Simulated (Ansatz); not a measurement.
Consider the ligand exchange at a Ge–N bond: `[OH][GeH2][NH][SiH](O)O` + `NCF` → `[OH][GeH2][NH]CF` + `N[SiH](O)O`.

Program: Ansatz. Geometries: PBE0-D4/def2-TZVP. ΔE: electronic, gas phase. CCSD(T)/CBS is the MP2 limit (def2-TZVPP, def2-QZVPP) plus CCSD(T) − MP2 in def2-TZVPP, frozen cores. This one scheme is used for every species. DFT in def2-TZVPP. For Ge outer-core shells are correlated without core-valence functions, which leaves a few kJ/mol of doubt a bond. Scalar relativity is left out up to krypton. One conformer a species, not always the lowest.

`[OH][GeH2][NH][SiH](O)O`:

Cartesian coordinates in Å:
```
O 1.423 -0.729 1.534
Ge -0.351 -1.010 1.431
N -0.903 -0.494 -0.230
Si -0.378 0.963 -0.964
O 0.229 0.518 -2.426
O 0.681 1.675 0.055
H 1.926 -1.367 1.022
H -0.674 -2.503 1.610
H -0.891 -0.102 2.535
H -1.262 -1.226 -0.825
H -1.434 1.976 -1.186
H 0.342 1.214 -3.076
H 1.292 1.085 0.520
```

`NCF`:

Cartesian coordinates in Å:
```
N -0.134 0.881 0.060
C 0.168 -0.480 0.208
F -0.142 -1.255 -0.924
H 0.396 1.322 -0.680
H -1.120 1.051 -0.080
H 1.237 -0.613 0.382
H -0.406 -0.906 1.033
```

`[OH][GeH2][NH]CF`:

Z-matrix (Å, degrees):
```
Ge
N 1 1.845
O 1 1.777 2 111.6
H 1 1.529 2 109.4 3 115.6
H 1 1.538 2 104.9 3 -120.4
C 2 1.400 1 118.5 3 75.0
H 2 1.010 1 115.3 3 -63.6
H 3 0.962 1 110.9 2 -46.8
F 6 1.416 2 112.7 1 -62.8
H 6 1.092 2 111.7 1 178.3
H 6 1.093 2 110.8 1 54.8
```

`N[SiH](O)O`:

Cartesian coordinates in Å:
```
N -0.569 -0.752 -0.833
Si -0.050 0.547 0.159
O 1.517 0.846 -0.220
O -0.344 0.114 1.713
H -1.468 -1.176 -0.667
H -0.357 -0.742 -1.818
H -0.719 1.852 0.009
H 2.096 0.088 -0.312
H -0.107 -0.778 1.969
```

Is it downhill or uphill in electronic energy at CCSD(T)/CBS, and by how much? (Best estimate.)

Computed: Uphill: ΔE = +4.5 kcal/mol.

What do these levels give: PBE-D4, r2SCAN-D4, ωB97X-V, ωB97M-V, B2PLYP, PBE, r2SCAN, HF/def2-TZVPP, SCS-MP2/def2-TZVPP, CCSD/def2-TZVPP, HF/def2-QZVPP, SCS-MP2/def2-QZVPP? (Best estimate.)

Computed: PBE-D4 4.8, r2SCAN-D4 4.8, ωB97X-V 4.6, ωB97M-V 4.8, B2PLYP 4.2, PBE 4.0, r2SCAN 4.6, HF/def2-TZVPP 3.7, SCS-MP2/def2-TZVPP 4.4, CCSD/def2-TZVPP 4.6, HF/def2-QZVPP 3.6, SCS-MP2/def2-QZVPP 4.2 kcal/mol.

Largest T1 diagnostic among the species: 0.012.

The D4 term adds +1.2 kcal/mol with B3LYP and +0.7 kcal/mol with PBE0; it sums over pairs of atoms, weighted by their polarisabilities, and B3LYP, whose exchange is more repulsive, gets the larger term. In def2-TZVPP, CCSD(T) changes the Hartree–Fock value by +1.1 kcal/mol (the triples alone add +0.2 kcal/mol) and MP2 by +1.0 kcal/mol.

B3LYP here is the variant with VWN-RPA as its local correlation; programs differ in this.
